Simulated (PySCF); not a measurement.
A run for PySCF: D3(BJ) and D4 dispersion corrections on C2H9NO (a complex), monomers drawn apart or pushed together.

```python
from pyscf import gto
from pyscf.dispersion import dftd3, dftd4

mol = gto.M(
    atom='''
    N     0.49795289   -0.02044772    0.16661701
    H    -0.03699486    0.56946930   -0.46040895
    H     0.69134597   -0.88317748   -0.32899564
    H    -0.09862455   -0.24790276    0.95762319
    C    -0.39013094    1.17073740    3.63793554
    O    -0.51515202   -0.22514426    3.44455009
    C     0.65107871   -0.92425578    3.83512850
    H     0.43015267    1.58020365    3.03716202
    H    -0.21193817    1.40796254    4.69418597
    H    -1.32834809    1.62686529    3.32514138
    H     1.51742656   -0.60811378    3.24267933
    H     0.46604656   -1.98405774    3.66565817
    H     0.86868476   -0.76489857    4.89860357
    ''',
    basis='def2-svp',
    charge=0, spin=0, verbose=0, max_memory=1800)
d3, d4 = {}, {}
for xc in ['hf', 'pbe', 'blyp', 'revpbe', 'tpss', 'r2scan', 'b3lyp', 'pbe0', 'bhlyp', 'camb3lyp', 'b2plyp']:
    d3[xc] = float(dftd3.DFTD3Dispersion(mol, xc=xc, version='d3bj', atm=False).get_dispersion()['energy'])
    print(f'D3(BJ) {xc:10s} {d3[xc]:14.8f} Eh')
for xc in ['hf', 'pbe', 'blyp', 'revpbe', 'tpss', 'r2scan', 'b3lyp', 'pbe0', 'bhlyp', 'camb3lyp', 'b2plyp']:
    d4[xc] = float(dftd4.DFTD4Dispersion(mol, xc={'camb3lyp': 'cam-b3lyp'}.get(xc, xc), atm=True).get_dispersion()['energy'])
    print(f'D4     {xc:10s} {d4[xc]:14.8f} Eh')
```

Output:

```
D3(BJ) hf            -0.04902345 Eh
D3(BJ) pbe           -0.00632484 Eh
D3(BJ) blyp          -0.01243671 Eh
D3(BJ) revpbe        -0.01621049 Eh
D3(BJ) tpss          -0.00769919 Eh
D3(BJ) r2scan        -0.00190562 Eh
D3(BJ) b3lyp         -0.01009759 Eh
D3(BJ) pbe0          -0.00531174 Eh
D3(BJ) bhlyp         -0.00749122 Eh
D3(BJ) camb3lyp      -0.00453291 Eh
D3(BJ) b2plyp        -0.00446699 Eh
D4     hf            -0.02028554 Eh
D4     pbe           -0.00550508 Eh
D4     blyp          -0.01198490 Eh
D4     revpbe        -0.01920032 Eh
D4     tpss          -0.00738904 Eh
D4     r2scan        -0.00158411 Eh
D4     b3lyp         -0.00853573 Eh
D4     pbe0          -0.00467028 Eh
D4     bhlyp         -0.00572851 Eh
D4     camb3lyp      -0.00464281 Eh
D4     b2plyp        -0.00387863 Eh
```

The run finished.

Cost: about 0.03 core-seconds (a rough figure).
